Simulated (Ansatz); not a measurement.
Cost and result for the atomization energy of FH5NSi2, SMILES `N[Si](F)[SiH3]` radical (9 atoms, 8 bonds).

```xyz
9

N     1.214   -1.082   -0.832
Si    0.066    0.154   -1.068
F    -1.223   -0.344   -1.906
Si   -0.653    0.959    1.015
H     1.784   -1.447   -1.577
H     1.211   -1.687   -0.026
H    -1.843    1.826    0.823
H    -1.002   -0.141    1.960
H     0.447    1.762    1.613
```

The species carries charge 0 and has multiplicity 2. The structure was optimised at the PBE0-D4/def2-TZVP level. It is one conformer, not always the lowest. Program: Ansatz. All runs use 4 threads of a server CPU on a shared host. Times are those of one run each, without the atoms' runs, and a repeat can differ threefold. Electronic energies, without spin–orbit coupling; frozen cores. CCSD(T)/CBS adds CCSD(T) − MP2 in def2-TZVPP to the MP2 limit, and its time is that of the two runs behind it. T1 = 0.015; ⟨S²⟩ of the reference is 0.76.

CCSD(T)/CBS is a level of theory with its own doubt, some kJ/mol a heavy atom from the limit and from the frozen cores, so smaller differences don't rank the functionals.

```json
{"level": "LDA (SPW92)/def2-TZVPP", "functions": "216", "wall time": "2 s"}
{"level": "BLYP-D4/def2-TZVPP", "functions": "216", "wall time": "3.3 s"}
{"level": "PBE-D4/def2-TZVPP (with forces)", "functions": "216", "wall time": "4.2 s"}
{"level": "PBE0-D4/def2-TZVPP", "functions": "216", "wall time": "5.5 s"}
{"level": "BHLYP-D4/def2-TZVPP", "functions": "216", "wall time": "5.5 s"}
{"level": "CAM-B3LYP-D4/def2-TZVPP", "functions": "216", "wall time": "6 s"}
{"level": "B97M-V/def2-TZVPP", "functions": "216", "wall time": "8.5 s"}
{"level": "ωB97X-V/def2-TZVPP", "functions": "216", "wall time": "12 s"}
{"level": "CCSD(T)/def2-SVP", "functions": "89", "wall time": "13 s"}
{"level": "ωB97M-V/def2-TZVPP (with forces)", "functions": "216", "wall time": "22 s"}
{"level": "MP2/def2-QZVPP", "functions": "404", "wall time": "38 s"}
{"level": "CCSD(T)/def2-TZVPP", "functions": "216", "wall time": "5 min"}
{"level": "CCSD(T)/CBS(def2)", "functions": "–", "wall time": "5.6 min"}
```

(1) What atomization energy does each give, and how far from CCSD(T)/CBS? (Estimate.)

Results:

(1) Computed: 
```tsv
level	atomization (kcal/mol)	difference from CCSD(T)/CBS	per bond
LDA (SPW92)/def2-TZVPP	785.6	91.3	11.4
BLYP-D4/def2-TZVPP	694.1	-0.2	0.0
PBE-D4/def2-TZVPP (with forces)	699.3	5.0	0.6
PBE0-D4/def2-TZVPP	687.5	-6.8	-0.8
BHLYP-D4/def2-TZVPP	676.8	-17.5	-2.2
CAM-B3LYP-D4/def2-TZVPP	698.8	4.5	0.6
B97M-V/def2-TZVPP	695.6	1.3	0.2
ωB97X-V/def2-TZVPP	699.0	4.7	0.6
CCSD(T)/def2-SVP	630.6	-63.7	-8.0
ωB97M-V/def2-TZVPP (with forces)	693.8	-0.5	-0.1
MP2/def2-QZVPP	692.0	-2.3	-0.3
CCSD(T)/def2-TZVPP	671.2	-23.1	-2.9
CCSD(T)/CBS(def2)	694.3	0.0	0.0
```

At CCSD(T), def2-SVP lies −63.7 kcal/mol from the extrapolated value and def2-TZVPP −23.1 kcal/mol: correlation converges slowly with the basis, and small sets miss more of it in the bonded molecule than in its fragments. In def2-TZVPP, CCSD(T) changes the Hartree–Fock value by +170.9 kcal/mol (the triples alone add +8.8 kcal/mol) and MP2 by +177.7 kcal/mol; breaking electron pairs costs correlation energy, which Hartree–Fock lacks. The D4 term adds +7.1 kcal/mol with B3LYP and +3.7 kcal/mol with PBE0; it sums over pairs of atoms, weighted by their polarisabilities, and B3LYP, whose exchange is more repulsive, gets the larger term.

B3LYP here is the variant with VWN-RPA as its local correlation; programs differ in this.
